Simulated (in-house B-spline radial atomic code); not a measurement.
Configurations of Co⁶⁺, with energies counted from [Ar] 3d3. Level of theory: scalar-relativistic (X2C) PBE0, spin-polarised, spherical fractional occupations, exact exchange averaged over the configuration, Fermi nucleus of rms radius 3.7875 fm; calculated with a B-spline radial code for spherical atoms. Shells without spins written out take the highest spin.

Occupations are held fixed; configurations that lie above the ionisation limit could autoionise.

```json
{"configuration": "[Ne] 3s2 3p5 3d4", "E - E(ref) (eV)": "54.07", "highest orbital": "3d up", "its <r> (bohr)": "0.7806"}
{"configuration": "[Ar] 3d2 4p1", "E - E(ref) (eV)": "55.458", "highest orbital": "4p up", "its <r> (bohr)": "1.858"}
{"configuration": "[Ar] 3d2 4f1", "E - E(ref) (eV)": "85.637", "highest orbital": "4f up", "its <r> (bohr)": "2.354"}
```

Question: Order these further configurations by energy, lowest first.
A. [Ne] 3s2 3p5 3d3 4f1
B. [Ne] 3s2 3p5 3d3 4p1
C. [Ne] 3s2 3p5 3d3 4s1
D. [Ar] 3d2 4s1

Answer: D (44.28 eV), C (99.317 eV), B (110.54 eV), A (140.84 eV).
